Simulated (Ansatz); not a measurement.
Be8O8 (started as a model of: (BeO)8 cage of four- and six-membered rings). The state is a singlet with charge 0. Geometry PBE0-D4/def2-SVP, basis def2-TZVP, Ansatz.

```xyz
16

Be    0.886   -1.851   -0.790
O     1.895   -0.780   -1.319
Be    2.090   -0.610    0.308
O     1.325   -1.883    0.798
Be   -0.167   -1.403    0.979
O    -0.654   -1.638   -0.594
Be   -1.281   -0.324   -1.100
O    -0.293    0.920   -1.591
Be    1.144    0.596   -1.137
O     1.586    0.868    0.443
Be    0.304    1.131    1.258
O    -0.639   -0.150    1.742
O    -2.348    0.557   -0.341
Be   -1.218    1.725   -0.614
O    -0.872    2.106    0.863
Be   -1.759    0.736    1.096
```

```json
{"run": "A", "HOMO (eV)": "-8.36", "LUMO (eV)": "-1.09"}
{"run": "B", "HOMO (eV)": "-7.12", "LUMO (eV)": "-1.35"}
{"run": "C", "HOMO (eV)": "-6.82", "LUMO (eV)": "-1.88"}
{"run": "D", "HOMO (eV)": "-7.71", "LUMO (eV)": "-1.11"}
```

Q: The runs used PBE, PBE0, r2SCAN, r2SCANh. Estimate which is which.

A: A PBE0 (25 % exact exchange); B r2SCAN (0 % exact exchange); C PBE (0 % exact exchange); D r2SCANh (10 % exact exchange). Exact exchange lowers occupied and raises empty levels; among semilocal functionals meta-GGAs tend to open the gap a little, and such runs are hard to tell apart. The gap grows from 4.94 eV (PBE) to 7.27 eV (PBE0).
